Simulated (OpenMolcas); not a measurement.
## What dynamic correlation does to the levels of O4+

| Quantity | Value |
| --- | --- |
| Program | OpenMolcas 26.06 |
| Basis | ANO-RCC-VQZP [5s4p3d2f1g] |
| Scalar Hamiltonian | DKH2, point nucleus |
| Active space | 2 electrons in 4 orbitals (2s 2p) |
| State averaging | 2S+1 = 3 even, 3 roots; 2S+1 = 1 even, 7 roots; 2S+1 = 3 odd, 3 roots; 2S+1 = 1 odd, 3 roots |
| Spin-orbit coupling | state interaction with AMFI integrals over the reference wave functions, term energies averaged over their components |

Methods on the same reference wave functions:
A. CASSCF
B. SS-CASPT2, IPEA 0.25 Eh, imaginary shift 0.1 Eh (closed shells correlated: 1s)
C. MS-CASPT2, IPEA 0.25 Eh, imaginary shift 0.1 Eh (closed shells correlated: 1s)

Energies in cm⁻¹ above 2s² ¹S₀, the measured ground level; measured values from Moore, Selected Tables of Atomic Spectra, NSRDS-NBS 3, section 9.

```json
{"Level": "2s² ¹S₀", "A": "0.0", "B": "0.0", "C": "0.0", "Measured": "0.0"}
{"Level": "2s 2p ³P°₀", "A": "82817", "B": "81951", "C": "81967", "Measured": "81942"}
{"Level": "2s 2p ³P°₁", "A": "82966", "B": "82099", "C": "82115", "Measured": "82079"}
{"Level": "2s 2p ³P°₂", "A": "83264", "B": "82398", "C": "82414", "Measured": "82385"}
{"Level": "2s 2p ¹P°₁", "A": "170826", "B": "160501", "C": "160517", "Measured": "158798"}
{"Level": "2p² ³P₀", "A": "215919", "B": "213805", "C": "213821", "Measured": "213462"}
{"Level": "2p² ³P₁", "A": "216068", "B": "213954", "C": "213970", "Measured": "213618"}
{"Level": "2p² ³P₂", "A": "216359", "B": "214245", "C": "214261", "Measured": "213887"}
{"Level": "2p² ¹D₂", "A": "242594", "B": "232967", "C": "232983", "Measured": "231721"}
{"Level": "2p² ¹S₀", "A": "302424", "B": "289447", "C": "289479", "Measured": "287910"}
```

Deviations, from unrounded energies. A percentage is the sum of absolute deviations over the sum of measured energies, with the sign that they share, or ± where signs differ.

```
           Against measurement  Levels     A     B     C
mean absolute deviation (cm-1)       9  5300   620   640
      other configurations (%)       9  +3.0  +0.4  +0.4
```

B, C lie about equally close to measurement and A furthest from it. The largest miss of B in the table is 2s 2p ¹P°₁, by +1700 cm-1. The ranking rests on the paired levels alone, and a cruder setting can come out closer through cancelling errors.

Between B and C the level of the table that moves most is 2p² ¹S₀, by 32 cm-1 (lowest in B, highest in C).

The lowest spin-free term lies below A's lowest term by 0.012 hartree in B, 0.012 hartree in C.

Computed and measured levels are paired by configuration, term and J; levels that our copy of the source lacks, or whose pairing is in doubt (as where it misses far off the trend of its configuration), stay unpaired and out of the deviations. Only configurations of the active space appear.

° marks odd parity.
